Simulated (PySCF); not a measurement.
BeCl2, SMILES [Cl][Be][Cl]. Atoms are numbered in the order given.

```xyz
3

Be     0.0000     0.0000     0.0000
Cl     0.0000     0.0000    -1.8041
Cl     0.0000     0.0000     1.8041
```

Geometry: B3LYP-D3(BJ)/def2-TZVP. The isomer is the one that the SMILES or the coordinates give; other isomers of the formula were not compared.

Two levels are set side by side: PBE/pcSseg-2 (PySCF) and PBE0/pcSseg-2 (PySCF). GIAO shifts against HCl (³⁵Cl) at the same level; non-relativistic, no solvent, atoms listed together averaged. Without spin–orbit terms, shifts of atoms bonded to Cl or Br come out too high at both levels. Differences are taken from unrounded values.

```csv
quantity,PBE0
"δ(³⁵Cl) of Cl2, Cl3 (ppm)",-27.7
```

Question: What does PBE give, and how far is it from PBE0? (The exact figures need the calculation; the answer reports its results.)

Answer: 
```csv
quantity,PBE,PBE minus PBE0
"δ(³⁵Cl) of Cl2, Cl3 (ppm)",-17.4,10.3
```

Rough cost on one machine, each run with all the roots and properties that it gave: PBE0 against PBE within a factor of 2.
